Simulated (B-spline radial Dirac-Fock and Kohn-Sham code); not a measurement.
# Photoelectron lines of Lu⁴⁺ at 400 eV

System: lutetium as Lu⁴⁺, 1s2 2s2 2p6 3s2 3p6 3d10 4s2 4p6 4d10 4f13 5s2 5p6.

Model: a relativistic central-field model (Hartree-Slater potential of the initial state, Latter tail, multipole expansion of the photon field, Dirac-Fock thresholds). Program: a radial atomic solver. The asymmetry parameter β is from the dipole term alone. Kinetic energies are from the vacuum level. Open shells are spread statistically over j, without multiplet splitting.

The last column is dσ/dΩ = σ/(4π) · [1 + β P₂(cos θ)] at θ = 90° from the polarisation vector of linearly polarised light.

```csv
subshell,electrons,binding (eV),kinetic (eV),σ (kb),β,dσ/dΩ (kb/sr)
N4 (4d3/2),4,268.3,131.7,212,-0.65,22.4
N5 (4d5/2),6,258.4,141.6,361,-0.37,34.1
N6 (4f5/2),5.57,66.17,333.8,1190,0.66,63.4
N7 (4f7/2),7.43,64.41,335.6,?,?,?
O1 (5s),2,117.0,283.0,31.6,1.86,0.173
O2 (5p1/2),2,86.63,313.4,20.4,0.86,0.928
O3 (5p3/2),4,78.83,321.2,60.2,0.92,2.58
```

Question: What are σ and β for N7 (4f7/2)?

Answer: σ = 1550 kb, the largest of all subshells and 45 % of the total, and β = 0.68, which gives dσ/dΩ = 81.5 kb/sr.

Values without a named source are computed, but for edge energies of neutral atoms, which are taken from tables.
